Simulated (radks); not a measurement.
Results of a calculation; reference values are marked as such.
Task: Coulomb parameter of the 3d shell of neutral manganese in the model configuration [Ar] 3d5.5 4s1.5, as a second difference U = [E(n + 0.5) + E(n - 0.5) - 2 E(n)] / (0.5)^2 with all orbitals relaxed. "Bare": the charge of the atom changes with n. "Screened": the 4s shell takes up the change at fixed total charge, which measures U(3d,3d) + U(4s,4s) - 2 U(3d,4s). Level of theory: scalar-relativistic Kohn-Sham, PBEsol, spin-unpolarised, spherical densities, finite nucleus; Fermi nuclear charge, rms radius 3.7057 fm (a radial shooting solver on a logarithmic mesh with Libxc functionals). Estimate both.

Result: U(bare) = 10.364 eV, U(screened by 4s) = 2.419 eV, against the Slater integral F0(3d,3d) = 20.062 eV with frozen orbitals. The step up makes a negative ion, whose loosely bound charge lowers the bare value.
